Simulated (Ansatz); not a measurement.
The cluster Sr3. The state is a triplet with charge 0. Geometry r2SCAN/def2-TZVP, that of the charge +1 doublet.

Cartesian coordinates in Å:
```
Sr 1.981 -0.746 -3.765
Sr -1.937 0.701 3.796
Sr -0.044 0.045 -0.031
```

In the def2 sets Sr takes a core potential; there is no spin–orbit coupling. At PBE/def2-TZVP the gap within one spin of the charge 0 triplet nearly closes, so an electron or hole may be smeared out by delocalisation error. At r2SCAN/def2-TZVP the charge 0 triplet is spin-contaminated (final ⟨S²⟩ up to 2.20, 2.00 for a pure state). At PBE0/def2-TZVP a singlet of charge 0 lies 0.68 eV below the triplet at the same geometry. The structure comes from a short search, and lower isomers may exist.

**Question.** Estimate the α-spin orbital energies around the gap (eV) in Ansatz with PBE/def2-TZVP, r2SCAN/def2-TZVP, PBE0/def2-TZVP.

**Answer.** 
| orbital | PBE/def2-TZVP | r2SCAN/def2-TZVP | PBE0/def2-TZVP |
| --- | --- | --- | --- |
| HOMO−5 | -22.81 | -23.77 | -25.00 |
| HOMO−4 | -22.67 | -23.64 | -24.90 |
| HOMO−3 | -4.34 | -4.47 | -5.14 |
| HOMO−2 | -3.80 | -3.95 | -4.46 |
| HOMO−1 | -3.02 | -3.23 | -3.59 |
| HOMO | -2.09 | -2.25 | -2.54 |
| LUMO | -2.04 | -1.93 | -1.52 |
| LUMO+1 | -1.91 | -1.89 | -1.48 |
| LUMO+2 | -1.86 | -1.80 | -1.43 |
| LUMO+3 | -1.85 | -1.73 | -1.36 |
| LUMO+4 | -1.68 | -1.59 | -1.06 |
| LUMO+5 | -1.47 | -1.48 | -0.92 |
| β HOMO | -3.54 | -3.63 | -4.04 |
| β LUMO | -2.61 | -2.30 | -2.20 |
